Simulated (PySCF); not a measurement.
**Electronic structure of Ag⁻ (silver, charge -1) at the UHF level**

Configuration: [Kr] 4d10 5s2, closed-shell 1S. Computed with PySCF 2.14 in def2-QZVPPD with the def2 core potential (28 electrons), with a scalar-relativistic core potential.

| Property | Result |
| --- | --- |
| Total energy | -146.117554 hartree |
| One-electron energy | -265.7085 hartree |
| Hartree (Coulomb) energy | 133.0164 hartree |
| Exchange energy | -13.4254 hartree |
| ⟨S²⟩ | 0.0000 |
| ⟨L²⟩ | 0.000 |
| Sum of ⟨r⟩ | 30.44 bohr |
| Sum of ⟨r²⟩ | 74.76 bohr² |

```tsv
shell	electrons	mean orbital energy (eV)	rms radius, mean of both spins (bohr)
4s	2	-111.90	0.983
4p	6	-69.783	1.08
4d	10	-7.863	1.54
5s	2	-0.350	4.58
```

Energies and moments cover only the electrons outside the core potential.
